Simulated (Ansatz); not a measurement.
CHAlFNO (`O=C=[N][AlH][F]`), one more setting.

```yaml
crystal:
  periodic: [false, false, false]
  atoms:
    - {symbol: O, position_ang: [1.029959, -2.627332, -0.766897]}
    - {symbol: C, position_ang: [0.618866, -1.586230, -0.449043]}
    - {symbol: N, position_ang: [0.195317, -0.518007, -0.116190]}
    - {symbol: Al, position_ang: [-0.420501, 1.062413, 0.334443]}
    - {symbol: F, position_ang: [-0.480007, 2.216297, -0.830808]}
    - {symbol: H, position_ang: [-0.901532, 1.388959, 1.782294]}
basis:
  gaussian: {orbitals: def2-TZVPD, nuclear_model: gaussian}
hamiltonian: {xc: {name: B3LYP5}}
output: {forces: true}
```

```sh
$ ansatz run in.yaml --threads 2 --pin off --events-out ev --progress --plain --max-ram 20480MiB --backend cpu
```

It prints (some lines left out):

```
Functional definition: B3LYP5
1065 factors; their error is unknown
mean field evaluation 1: about -13898.0688 eV, gradient 7.5e1 eV
mean field evaluation 2: about -13884.3314 eV, gradient 1.1e2 eV
mean field evaluation 4: about -13906.9445 eV, gradient 5.7e0 eV
mean field evaluation 8: about -13906.9977 eV, gradient 1.2e-1 eV
mean field evaluation 16: about -13907.0286 eV, gradient 3.7e-5 eV
mean field -13907.02863382 eV, -511.0738757703 hartree, gradient 3.7e-5 eV, S^2 0.000000; 0 other end points of the search recorded, 0 dependent functions left out
reference -13907.02893043 eV, -511.0738866704 hartree; 22, 22 occupied and 184, 184 virtual orbitals, 1065 factors
Total energy: -13907.02893043 eV, -511.0738866704 hartree
Atom 0 at     1.029959    -2.627332    -0.766897 Å, force     0.139502    -0.353444    -0.107730 eV/Å
Atom 1 at     0.618866    -1.586230    -0.449043 Å, force    -0.067325     0.171882     0.050576 eV/Å
Atom 2 at     0.195317    -0.518007    -0.116190 Å, force    -0.030532     0.073052     0.028830 eV/Å
Atom 3 at    -0.420501     1.062413     0.334443 Å, force    -0.052587    -0.033196     0.240770 eV/Å
Atom 4 at    -0.480007     2.216297    -0.830808 Å, force    -0.010205     0.152207    -0.144429 eV/Å
Atom 5 at    -0.901532     1.388959     1.782294 Å, force     0.021146    -0.010501    -0.068017 eV/Å
Dipole moment:    -0.124960     0.147680     0.300506 e Å
```

Run time 6 s (2 threads of an AMD EPYC 7R13 on a shared host); peak host memory 0.47 GiB.
